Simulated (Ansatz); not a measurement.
Wavefunction ladder for C4H11F3Si2 (`C[Si](C)(F)CC[SiH](F)F`)

Z-matrix (Å, degrees):
```
C
Si 1 1.858
H 1 1.094 2 110.9
H 1 1.093 2 110.9 3 119.8
H 1 1.093 2 111.0 3 -120.1
F 2 1.616 1 107.9 3 179.5
C 2 1.860 1 112.2 3 -62.9
C 2 1.869 1 111.3 3 63.6
H 7 1.094 2 110.9 1 63.6
H 7 1.093 2 111.5 1 -176.1
H 7 1.093 2 110.8 1 -56.1
C 8 1.535 2 116.0 1 175.3
H 8 1.096 2 107.6 1 51.8
H 8 1.097 2 107.4 1 -61.5
Si 12 1.856 8 116.6 2 -66.6
H 12 1.097 8 111.1 2 57.1
H 12 1.097 8 110.3 2 173.5
F 15 1.591 12 109.3 8 -44.0
F 15 1.594 12 107.5 8 -159.4
H 15 1.474 12 117.3 8 80.2
```

Total charge 0; spin multiplicity 1. Geometry: relaxed with PBE0-D4/def2-TZVP. It is one conformer, not always the lowest. Frozen core, restricted reference, Ansatz 0.2.0. CBS rows extrapolate triple and quadruple zeta; past MP2 they add the triple-zeta difference.

```
     basis      HF (Eh)  MP2 corr.  CCSD corr.       (T)  CCSD(T) total
def2-TZVPP  -1034.53717          ?    -1.75188  -0.06001              ?
def2-QZVPP            ?   -1.82427           –         –              –
 CBS(def2)  -1034.58291          ?           ?     as TZ              ?
```

Question: Fill in the withheld values. (Best estimate.)

Answer: The calculation gave: def2-TZVPP MP2 corr.: -1.68765; def2-TZVPP CCSD(T) total: -1036.34906; def2-QZVPP HF (Eh): -1034.57737; CBS(def2) MP2 corr.: -1.92546; CBS(def2) CCSD corr.: -1.98969; CBS(def2) CCSD(T) total: -1036.63261.
